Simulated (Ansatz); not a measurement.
Basis-set extrapolation for CH5AlFNS (`FC[NH][AlH][SH]`) (PBE0-D4/def2-TZVP geometry, frozen core, Ansatz 0.2.0). Multiplicity 1, RHF reference.

```
                      def2-TZVPP   def2-QZVPP
                 HF  -834.300242  -834.327517
    MP2 correlation    -0.883036    -0.955441
CCSD(T) correlation    -0.960304      not run
```

Energies in hartree. Use E(X) = E(∞) + A·exp(−7.88·√X) for Hartree–Fock and E(X) = E(∞) + B·X^(−2.97) for correlation, with X = 3 and 4, and add CCSD(T) minus MP2 of the smaller set to the MP2 limit.

**Question.** What is the CCSD(T) energy at the basis-set limit?

**Answer.** HF limit: -834.327517 + (-0.027275) × 0.13774 = -834.33127. MP2 limit: -0.955441 + (-0.072405) × 0.74074 = -1.00907. Higher-order term: -0.960304 − (-0.883036) = -0.07727. Total: -835.41761 hartree, 412.4 kJ/mol below CCSD(T)/def2-TZVPP.
